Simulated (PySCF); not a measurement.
Working with the constants of TlC⁻

ROHF-CCSD(T) constants of TlC⁻, triplet, unpaired electrons σ ↑, π ↑ (Tl aug-cc-pVDZ-PP with ECP60, C aug-cc-pVDZ; scalar-relativistic core potentials (PySCF 2.14); masses 204.9744 and 12.0000 u):

```
ωe              : 411.9 cm⁻¹
ωexe            : 3.68 cm⁻¹
Be              : 0.29698 cm⁻¹
αe              : 0.00334 cm⁻¹
D (centrifugal) : 6.17e-07 cm⁻¹
De to Tl + C⁻   : 1.93 eV
```

Give the vibrational terms G(v) and spacings up to v = 3.

G(v) = ωe(v+½) − ωexe(v+½)².

| v | G(v) (cm⁻¹) | G(v) − G(v−1) | Bv (cm⁻¹) |
| --- | --- | --- | --- |
| 0 | 205 |  | 0.2953 |
| 1 | 610 | 405 | 0.2920 |
| 2 | 1007 | 397 | 0.2886 |
| 3 | 1397 | 390 | 0.2853 |

How well does the Morse estimate ωe²/(4ωexe) reproduce De, and what is D0?

It gives 1.43 eV, 74 % of the computed De. D0 = De − G(0) = 1.93 − 0.03 = 1.90 eV.

Correlated steps freeze 5 core orbitals. Correlated levels converge slowly with the basis: in double zeta they bind strong bonds too weakly, by up to about 1 eV, and carry superposition errors of some tenths. Spin–orbit coupling is left out, which matters for elements this heavy, above all for dissociation energies. For an ion De counts to the pair picked by the measured ionisation energies or electron affinities, which need not be the lowest pair at this level. The CCSD T1 diagnostic is raised, a sign that a single reference may not be enough here. The state was picked by a PBE0 search and need not be the measured ground state.
